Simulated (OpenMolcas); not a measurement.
**Levels of Ru4+ by method**

```json
{"Program": "OpenMolcas 26.06", "Basis": "ANO-RCC-VTZP [7s6p4d2f1g]", "Scalar Hamiltonian": "DKH2, point nucleus", "Active space": "4 electrons in 10 orbitals (4d 5d)", "State averaging": "2S+1 = 5 even, 5 roots; 2S+1 = 3 even, 45 roots; 2S+1 = 1 even, 49 roots", "Spin-orbit coupling": "state interaction with AMFI integrals over the reference wave functions, term energies averaged over their components"}
```

Methods on the same reference wave functions:
A. CASSCF
B. SS-CASPT2, IPEA 0.25 Eh, imaginary shift 0.1 Eh (closed shells correlated: 4s 4p)
C. MS-CASPT2, IPEA 0.25 Eh, imaginary shift 0.1 Eh (closed shells correlated: 4s 4p)

Energies in eV above 4d4 5D0.

```
            Level       A       B       C
          4d4 5D0  0.0000  0.0000  0.0000
          4d4 5D1  0.0567  0.0607  0.0606
          4d4 5D2  0.1553  0.1624  0.1622
          4d4 5D3  0.2823   0.290   0.289
          4d4 5D4  0.4289   0.434   0.434
       4d4 3P0(1)  2.4497   2.069   2.070
          4d4 3H4  2.4672   2.250   2.250
          4d4 3H5  2.6014   2.399   2.398
          4d4 3H6  2.7172   2.523   2.523
       4d4 3P1(1)  2.7463   2.371   2.370
4d4 3F3(1) [61 %]  2.8725   2.529   2.530
       4d4 3F2(1)  2.9137   2.567   2.568
4d4 3F4(1) [67 %]  2.9554   2.633   2.632
       4d4 3P2(1)  3.1657   2.778   2.775
   4d4 3G3 [61 %]  3.2498   2.904   2.902
   4d4 3G4 [71 %]  3.3168   2.968   2.966
          4d4 3G5  3.4005   3.066   3.065
          4d4 1I6  3.8869   3.608   3.608
          4d4 3D3  4.0246   3.443   3.442
          4d4 3D2  4.0587   3.488   3.489
          4d4 3D1  4.1243   3.547   3.547
       4d4 1G4(1)  4.1987   3.812   3.810
          4d4 1S0  4.7469   4.110   4.108
       4d4 1D2(1)  4.9896   4.415   4.414
```

Between B and C the level of the table that moves most is 4d4 3P2(1), by 21 cm-1 (lowest in C, highest in B). Moves below CASPT2's spread within the term are not significant.

From A to B the spin-free energies of the other terms of 4d4 shown, above 5D, scale by factors of 0.84 to 0.92, as is usual when dynamic correlation screens the repulsion within a d or f shell.

The lowest spin-free term lies below A's lowest term by 0.324 hartree in B, 0.324 hartree in C.

CASPT2 breaks the degeneracy within a term, and the mean is taken; among the terms shown or strongly mixed into the levels shown the widest spread is 990 cm-1 (4d4 1I, C). Active for correlation alone: 5d; no level in the range computed is led by a configuration that fills it, so any true level of that kind is missing. Without dynamic correlation excited terms often stand tens of per cent too high (terms of higher spin than the ground term too low), and those without a measured partner can miss by more than the paired ones (holds for A). The CASPT2 spread within a term exceeds the gap to the next term for 4d4 3D and 4d4 1I, 4d4 1I and 4d4 1G(1), so the order of their levels is uncertain (holds for C). Only configurations of the active space appear. The table leaves out levels that lie high or whose names do not pair safely across all columns.

A share in square brackets marks a mixed level and gives the weight of the term that names it, the lowest over the columns. A number in round brackets counts repeated terms of one configuration in the order of the reference energies.
